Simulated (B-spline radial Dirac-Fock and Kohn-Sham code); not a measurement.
ΔSCF core binding energies without Breit or QED terms, calculated with a B-spline atomic structure program.

A sound run for the Sb atom in the configuration [Kr] 4d10 5s2 5p3: The ground state converged in 11 iterations, with total energy -6480.51973 Ha, virial ratio 1.94762 and highest orbital energy -7.89 eV. ΔSCF binding energies: K (1s) 30601.2 eV, L3 (2p3/2) 4149.2 eV, M5 (3d5/2) 536.6 eV.

A second run, with one unsound setting: The ground state had not converged after 52 iterations, with total energy -6480.51378 Ha, virial ratio 1.94695 and highest orbital energy -7.60 eV. ΔSCF binding energies: K (1s) 30601.7 eV, L3 (2p3/2) 4149.6 eV, M5 (3d5/2) 537.0 eV (not all states converged, so these are not final).

```
iter   energy (Ha)        error
   1    -6478.43644828  1.77e+00
   2    -6479.71071156  2.06e-01
   3    -6479.78556015  1.96e-01
   4    -6479.85355074  1.86e-01
   5    -6479.91530522  1.77e-01
   6    -6479.97138949  1.68e-01
   7    -6480.02231849  1.60e-01
   8    -6480.06856085  1.52e-01
   9    -6480.11054298  1.44e-01
  17    -6480.33298851  9.56e-02
  25    -6480.43485935  6.34e-02
  33    -6480.48122713  4.20e-02
  41    -6480.50224675  2.79e-02
  49    -6480.51176020  1.85e-02
  52    -6480.51378380  1.59e-02
```

Q: Which fault fits the second run best?
A. speed of light below Z
B. mesh too coarse
C. damping too heavy
D. spline order too low

A: C. The input had damp = 0.97; ndamp = 100: damp is so close to 1 that the orbitals hardly move in each step.
